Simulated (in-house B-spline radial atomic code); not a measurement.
Ionisation energies along the 58-electron series, configuration [Kr] 4d10 4f10 5s2, as differences of self-consistent energies. NIST's values go from ground level to ground level; the uncertainty of those that are theory runs from under 0.1 % in few-electron ions to several per cent in heavy many-electron ones. Computed with a radial B-spline atomic code at the basis-set limit: non-relativistic Hartree-Fock, average of the configuration, point nuclei.

This level leaves out relativity, spin-orbit splitting included, which matters for heavy ions.

| ion | configuration after | ionisation energy (eV) | IE/(q+1)² (eV) | -ε less Coulomb ΔSCF (eV) | tabulated value (eV) | computed minus tabulated (eV) |
| --- | --- | --- | --- | --- | --- | --- |
| Er10+ | [Kr] 4d10 4f9 5s2 | 185.66 | 1.5343 | 3.9053 | 201 | -15.34 |
| Tm11+ | [Kr] 4d10 4f9 5s2 | 218.51 | 1.5174 | 1.7129 | 239 | -20.49 |
| Yb12+ | [Kr] 4d10 4f10 5s1 | 246.23 | 1.457 | 0.33839 | 279 | -32.77 |
| Lu13+ | [Kr] 4d10 4f10 5s1 | 273.83 | 1.3971 | 0.32531 | 305 | -31.17 |
